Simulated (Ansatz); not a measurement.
# Cl2HInSi2: where a starting geometry ends

The starting geometry of this gas-phase singlet was optimised with GFN2-xTB.

```xyz
6

Cl    2.0291    1.7263   -0.2608
Cl    0.2620   -1.4840   -0.2287
In    0.3655    0.4498   -2.1011
Si    1.0268    0.6499    1.4628
Si   -1.0736    0.6990    0.4915
H    -1.7415   -0.1132    1.5702
```

Where would you expect an optimisation with PBE0-D3(BJ)/def2-SVP to take it?

A bond breaks, giving a structure with Cl2 bridging Si5 and Si4, given below by its coordinates. Distances that change by over a tenth: Cl2–Si4 (2.83 → 2.43 Å), Cl2–Si5 (2.66 → 2.33 Å). Contacts that open: Cl2–In3 (2.69 → 3.36 Å).

The energy falls by 0.59 eV over 11 steps:

| step | E − E(last) (eV) |
| --- | --- |
| 1 | 0.593 |
| 2 | 0.209 |
| 3 | 0.097 |
| 4 | 0.041 |
| 5 | 0.019 |
| 7 | 0.002 |
| 8 | 0.000 |
| 9 | 0.000 |
| 10 | 0.000 |
| 11 | 0.000 |

Final geometry (Å):

```xyz
6

Cl    2.1049    1.5396   -0.2819
Cl    0.4821   -1.3540    0.2762
In   -0.0132    0.7470   -2.2944
Si    1.1881    0.6072    1.5300
Si   -0.9168    0.5010    0.4091
H    -1.9768   -0.1129    1.2948
```

Frequencies at the end are all real (lowest 38 cm⁻¹). Atoms past krypton carry core potentials, without spin–orbit terms. Run with Ansatz 0.2.0, 2.3 min on 1 thread of AMD EPYC (Zen 3), on a shared host.
